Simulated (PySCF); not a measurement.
Si(AsH2)2(H)2 (As2H6Si), SMILES [AsH2][SiH2][AsH2]. Atoms are numbered in the order given.

```xyz
9

Si     0.0000     0.0000     1.0297
As     2.0022     0.0000    -0.2075
As    -2.0022     0.0000    -0.2075
H      0.0000    -1.2098     1.9040
H      0.0000     1.2098     1.9040
H      1.5098     1.1013    -1.1319
H      1.5098    -1.1013    -1.1319
H     -1.5098    -1.1013    -1.1319
H     -1.5098     1.1013    -1.1319
```
Charge 0, spin multiplicity 1.

Coordinates come from a ωB97X-D3(BJ)/def2-SVP optimisation. This is a generated structure with no PubChem entry under its InChIKey; it may be hypothetical.

Two levels are set side by side: PBE/pcSseg-1 (PySCF) and B3LYP/pcSseg-1 (PySCF). GIAO shifts against AsH3 (⁷⁵As), TMS (²⁹Si), TMS (¹H) at the same level; non-relativistic, no solvent, atoms listed together averaged. Differences are taken from unrounded values.

```
quantity                       B3LYP
-----------------------------  -----
δ(²⁹Si) of Si1 (ppm)           -45.9
δ(⁷⁵As) of As2, As3 (ppm)      122.1
δ(¹H) of H4, H5 (ppm)           4.53
δ(¹H) of H6, H7, H8, H9 (ppm)   2.28
```

Problem. What does PBE give, and how far is it from B3LYP? (An estimate is asked for; the answer gives what the named calculation found.)

Solution. 
```csv
quantity,PBE,PBE minus B3LYP
δ(²⁹Si) of Si1 (ppm),-52.9,-7.0
"δ(⁷⁵As) of As2, As3 (ppm)",135.6,13.5
"δ(¹H) of H4, H5 (ppm)",4.71,0.18
"δ(¹H) of H6, H7, H8, H9 (ppm)",2.38,0.09
```

Rough cost on one machine, each run with all the roots and properties that it gave: B3LYP against PBE within a factor of 2.
